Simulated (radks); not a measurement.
Task: All-electron atom: Pd IV in [Kr] 4d7. Calculated with a radial shooting solver on a logarithmic mesh with Libxc functionals: Dirac Kohn-Sham, PBE, spin-unpolarised, spherical densities, finite nucleus; open shells are shared between the two j in proportion to 2j + 1; Fermi nuclear charge, rms radius 4.5318 fm.

Spin-orbit splittings of the eigenvalues, e(l+1/2) - e(l-1/2), with zeta = 2 splitting/(2l+1) and mean radii in bohr:

shell  occ.  splitting (eV)  zeta (eV)  <r> j=l-1/2  <r> j=l+1/2
2p        6           159.4      106.3       0.1171       0.1221
3p        6           27.79      18.53       0.3711       0.3820
3d       10               ?          ?       0.3555       0.3590
4p        6           4.589      3.059        1.004        1.033
4d        7          0.5757     0.2303        1.298        1.311
5p        0          0.5852     0.3901        2.745        2.807

Estimate the 3d splitting.

Result: 5.542 eV (zeta = 2.217 eV).
